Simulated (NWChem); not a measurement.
trisilylamine (Si3NH9); SMILES [SiH3]N([SiH3])[SiH3]

```xyz
13

Si     1.7349    -0.2568    -0.0130
N      0.0000     0.0000    -0.0129
Si    -1.0898    -1.3740    -0.0129
Si    -0.6450     1.6308    -0.0132
H      2.1840    -1.0117     1.1884
H      2.1843    -1.0098    -1.2156
H      2.3875     1.0800    -0.0119
H     -0.2585    -2.6077    -0.0125
H     -1.9677    -1.3859     1.1889
H     -1.9671    -1.3864    -1.2151
H     -0.2170     2.3966    -1.2154
H     -2.1290     1.5277    -0.0128
H     -0.2165     2.3971     1.1886
```
Atoms are numbered in this order, from 1.

Level: B3LYP/6-31G* (spherical d) (NWChem), optimised geometry, unscaled harmonic frequencies. B3LYP is NWChem's, with the RPA form of VWN correlation.

| frequency (cm⁻¹) | IR intensity (km/mol) |
|---|---|
| 74 | 0.0 |
| 74 | 0.0 |
| 76 | 0.0 |
| 180 | 1.0 |
| 180 | 0.5 |
| 180 | 0.5 |
| 481 | 0.0 |
| 660 | 0.0 |
| 691 | 0.0 |
| 691 | 0.0 |
| 692 | 3.0 |
| 692 | 3.0 |
| 741 | 115.8 |
| 948 | 0.0 |
| 948 | 0.0 |
| 953 | 208.7 |
| 955 | 575.5 |
| 955 | 575.6 |
| 970 | 0.0 |
| 980 | 311.0 |
| 980 | 311.3 |
| 1007 | 47.2 |
| 1007 | 47.3 |
| 1042 | 0.0 |
| 2238 | 97.3 |
| 2238 | 97.1 |
| 2240 | 0.0 |
| 2240 | 0.0 |
| 2244 | 516.1 |
| 2244 | 0.6 |
| 2256 | 0.2 |
| 2256 | 288.5 |
| 2256 | 288.1 |

The zero-point energy comes out as 52.0 kcal/mol and the thermal correction to the enthalpy at 298.15 K (with zero-point energy) comes out as 57.8 kcal/mol. The heat capacity Cv is 28.3 cal/(mol K), the entropy at 298.15 K and 1 atm (symmetry number 3) is 88.0 cal/(mol K) and the dipole moment is 0.00 D.

Rigid rotor and harmonic oscillator; modes under 100 cm⁻¹ make the entropy uncertain.
